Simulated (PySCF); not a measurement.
A side-by-side comparison of computed properties.

First species: C4H11NSi.
Atom-mapped SMILES: `[CH3:1][C@@H:2]1[CH2:3][CH2:4][Si@@H:5]1[NH2:6]` (hydrogens: H7, H8, H9 on C1; H10 on C2; H11, H12 on C3; H13, H14 on C4; H15 on Si5; H16, H17 on N6)

Geometry (GFN2-xTB, Å), atoms numbered from 1 in this order:
```xyz
17
C4H11NSi angstrom
C     -1.2191   -1.2591   -0.6565
C     -0.8799   -0.2262    0.4087
C     -0.9425    1.2294   -0.1096
C      0.5461    1.6279   -0.0217
Si     0.9700   -0.0178    0.8657
N      2.0017   -1.2217    0.1945
H     -2.2665   -1.1821   -0.9505
H     -0.6083   -1.1111   -1.5453
H     -1.0423   -2.2656   -0.2830
H     -1.5511   -0.3791    1.2556
H     -1.5609    1.8570    0.5309
H     -1.3387    1.2903   -1.1232
H      0.9951    1.7557   -1.0059
H      0.7102    2.5551    0.5227
H      1.3517    0.0822    2.2729
H      2.9893   -1.1805    0.3810
H      1.8382   -1.5424   -0.7460
```

Second species: C5H7ClN2Si.
Numbering: `[CH2:1]=[C:2]([Cl:3])[c:4]1[cH:5][n:6][cH:7][n:8]1[SiH3:9]` (hydrogens: H10, H11 on C1; H12 on C5; H13 on C7; H14, H15, H16 on Si9)

Levels: CAM-B3LYP/def2-SVPD for dipole moment, HOMO energy, LUMO energy, HOMO–LUMO gap, static isotropic polarisability and electronic spatial extent ⟨r²⟩ about the centre of nuclear charge; TDDFT CAM-B3LYP/def2-SVPD for lowest singlet excitation; TDA CAM-B3LYP/def2-SVPD for lowest triplet excitation (Tamm–Dancoff); GFN2-xTB for rotational constant A and rotational constant C. Geometries: GFN2-xTB. All species are isolated and taken at one optimised geometry, non-relativistic unless stated; the electronic structure was computed with PySCF and density fitting.

The conformers computed, where there is a choice (atom-mapped SMILES and torsion angles):
- `[CH3:1][C@@H:2]1[CH2:3][CH2:4][Si@@H:5]1[NH2:6]`: H–N6–Si5–C4 90°, H–N6–Si5–C4 -50°
- `[CH2:1]=[C:2]([Cl:3])[c:4]1[cH:5][n:6][cH:7][n:8]1[SiH3:9]`: C1–C2–C4–C5 -19°

Values for the first species:

* Dipole moment: 1.02 D
* HOMO energy: -8.25 eV
* LUMO energy: 1.12 eV
* HOMO–LUMO gap: 9.37 eV
* Lowest singlet excitation: 6.26 eV
* Lowest triplet excitation (Tamm–Dancoff): 5.94 eV
* Static isotropic polarisability: 79.0 au
* Electronic spatial extent ⟨r²⟩ about the centre of nuclear charge: 768 bohr²
* Rotational constant A: 3.618 GHz
* Rotational constant C: 1.836 GHz

Task: Estimate the same properties for the second species, and the change in each.

Result: 
```tsv
property	first	second	second less first
dipole moment	1.02 D	2.30 D	+1.28 D
HOMO energy	-8.25 eV	-7.71 eV	+0.54 eV
LUMO energy	1.12 eV	-0.17 eV	-1.29 eV
HOMO–LUMO gap	9.37 eV	7.54 eV	-1.83 eV
lowest singlet excitation	6.26 eV	4.87 eV	-1.39 eV
lowest triplet excitation (Tamm–Dancoff)	5.94 eV	3.05 eV	-2.89 eV
static isotropic polarisability	79.0 au	110.3 au	+31.3 au
electronic spatial extent ⟨r²⟩ about the centre of nuclear charge	768 bohr²	1556 bohr²	+788 bohr²
rotational constant A	3.618 GHz	1.630 GHz	-1.988 GHz
rotational constant C	1.836 GHz	0.711 GHz	-1.125 GHz
```

On the first: The 8 singlets span 6.26 to 7.80 eV, and their oscillator strengths add up to 0.18. S1 lies 3.11 eV below the HOMO–LUMO gap; its leading configuration is HOMO→LUMO, weight 0.83.

On the second: No computed singlet falls in the visible range (750 to 380 nm, 1.65 to 3.26 eV); S1 lies 1.61 eV above its blue end. The vertical singlet–triplet gap S1 − T1 is 1.82 eV (TDDFT singlet less Tamm–Dancoff triplet; S1: HOMO→LUMO, weight 0.97; T1: HOMO→LUMO, weight 0.91).
